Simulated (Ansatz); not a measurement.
A run for Ansatz (a quantum-chemistry and plane-wave program): R-B3LYP-D3(BJ)/def2-TZVP on N2 (SMILES N#N), 2S+1 = 1, a spin state set in the input, which need not be the lowest.

Ansatz 0.2 input:
```yaml
crystal:
  periodic: [false, false, false]
  atoms:
    - {symbol: N, position_ang: [0.54907373, 0.00000000, 0.00000000]}
    - {symbol: N, position_ang: [-0.54907373, 0.00000000, 0.00000000]}
basis:
  gaussian:
    orbitals: def2-TZVP
hamiltonian:
  xc: b3lyp
  dispersion: d3bj
relax: {f_tol: 0.003, max_steps: 120}
```

Output:

```
WARN ansatz: RAYON_NUM_THREADS=2 ignored (pool sized by the plan → 2); use --threads N
Functional definition: B3LYP
integrals: 0.01 GiB planned
310 factors; their error is unknown
mean field: 0.10 GiB planned
mean field evaluation 1: about -2980.4299 eV, gradient 2.5e1 eV
mean field evaluation 2: about -2980.9398 eV, gradient 1.9e1 eV
mean field evaluation 4: about -2981.6243 eV, gradient 8.1e-2 eV
mean field evaluation 8: about -2981.6361 eV, gradient 3.7e-3 eV
mean field -2981.63608987 eV, -109.5731052774 hartree, gradient 7.2e-6 eV, S^2 0.000000; 0 other end points of the search recorded, 0 dependent functions left out
the calculation of the forces begins
reference -2981.63625053 eV, -109.5731111814 hartree; 7, 7 occupied and 55, 55 virtual orbitals, 310 factors
relax step   1: F+E_penalty+E_count = -2981.65656828 eV  Δ(F+E_penalty+E_count) = +0.000e0 eV  max|allowed force component| = 1.094e0 eV/Å  Δτ_max = 0.0000 Å  (22 SCF iters, accepted)
these checks for a lower state are left out or cut short: starts, cluster_reference, orbital_swaps, neighbouring_geometries, increment
integrals: 0.01 GiB planned
310 factors; their error is unknown
mean field: 0.10 GiB planned
mean field evaluation 16: about -2981.6399 eV, gradient 2.5e-1 eV
mean field -2981.64000136 eV, -109.5732490217 hartree, gradient 4.0e-6 eV, S^2 0.000000; 0 other end points of the search recorded, 0 dependent functions left out
the calculation of the forces begins
reference -2981.64016189 eV, -109.5732549211 hartree; 7, 7 occupied and 55, 55 virtual orbitals, 310 factors
relax step   2: F+E_penalty+E_count = -2981.66048040 eV  Δ(F+E_penalty+E_count) = -3.912e-3 eV  max|allowed force component| = 1.668e-1 eV/Å  Δτ_max = 0.0042 Å  (27 SCF iters, accepted)
these checks for a lower state are left out or cut short: starts, cluster_reference, orbital_swaps, neighbouring_geometries, increment
integrals: 0.01 GiB planned
310 factors; their error is unknown
mean field: 0.10 GiB planned
mean field -2981.64009082 eV, -109.5732523095 hartree, gradient 4.0e-6 eV, S^2 0.000000; 0 other end points of the search recorded, 0 dependent functions left out
the calculation of the forces begins
reference -2981.64025137 eV, -109.5732582095 hartree; 7, 7 occupied and 55, 55 virtual orbitals, 310 factors
relax step   3: F+E_penalty+E_count = -2981.66056979 eV  Δ(F+E_penalty+E_count) = -8.938e-5 eV  max|allowed force component| = 2.829e-3 eV/Å  Δτ_max = 0.0005 Å  (28 SCF iters, accepted)
integrals: 0.01 GiB planned
310 factors; their error is unknown
mean field: 0.10 GiB planned
mean field evaluation 32: about -2981.6400 eV, gradient 2.5e-1 eV
mean field -2981.64009082 eV, -109.5732523095 hartree, gradient 4.0e-6 eV, S^2 0.000000; 1 other end points of the search recorded, 0 dependent functions left out
the calculation of the forces begins
reference -2981.64025137 eV, -109.5732582095 hartree; 7, 7 occupied and 55, 55 virtual orbitals, 310 factors
Total energy: -2981.66073034 eV, -109.5740107976 hartree
Atom 0 at     0.545458    -0.000000    -0.000000 Å, force    -0.002829    -0.000000     0.000000 eV/Å
Atom 1 at    -0.545458     0.000000     0.000000 Å, force     0.002829     0.000000    -0.000000 eV/Å
Dipole moment:     0.000000    -0.000000    -0.000000 e Å
```

The calculation finished and met its thresholds.

Cost: roughly 2.8 core-seconds.
